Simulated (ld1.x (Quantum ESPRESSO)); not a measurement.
## Reading a pseudo-wave (bromine)

Columns: radius, all-electron u(r) and pseudo u(r) of the 4s shell (level -20.13 eV) of bromine in the configuration [Ar] 3d10 4s2 4p5; PBE, scalar-relativistic, TM scheme, ld1.x (Quantum ESPRESSO) 7.5.

```
r (bohr)  all-electron   pseudo
   0.068       -0.0836  -0.0193
   0.135       -0.2642  -0.0390
   0.202       -0.0868  -0.0603
   0.270        0.1769  -0.0842
   0.338        0.3615  -0.1114
   0.405        0.4273  -0.1422
   0.473        0.3925  -0.1787
   0.540        0.2899  -0.2206
   0.608        0.1467  -0.2699
   0.675       -0.0098  -0.3254
   0.742       -0.1659  -0.3875
   0.810       -0.3141  -0.4561
   0.878       -0.4460  -0.5283
   0.945       -0.5574  -0.6000
   1.013       -0.6510  -0.6695
   1.080       -0.7247  -0.7312
   1.148       -0.7820  -0.7836
   1.215       -0.8230  -0.8232
   1.283       -0.8506  -0.8506
   1.350       -0.8658  -0.8658
   1.418       -0.8707  -0.8707
   1.485       -0.8669  -0.8669
   1.553       -0.8556  -0.8556
   1.620       -0.8387  -0.8387
   1.688       -0.8167  -0.8167
   1.755       -0.7913  -0.7913
```

(1) How many radial nodes do the two functions have?

(2) At about which radius was the pseudo-wave matched?

(3) Where does each function peak?

(4) Is the pseudo-wave norm-conserving?

## Answers

(1) The all-electron 4s function has n − l − 1 = 3 (the table is too coarse to show those close to the nucleus); the pseudo-wave has 0, since the states of the same l below it are removed with the core.

(2) 1.35 bohr. The columns agree to 0.0005 from 1.22 bohr on; several derivatives are matched, so the curves merge somewhat inside the radius.

(3) Outermost all-electron maximum near 1.42 bohr, pseudo maximum near 1.42 bohr (to the table’s step).

(4) Yes: the TM scheme keeps the norm inside the radius equal to the all-electron one, which fixes the energy derivative of the logarithmic derivative at the level.
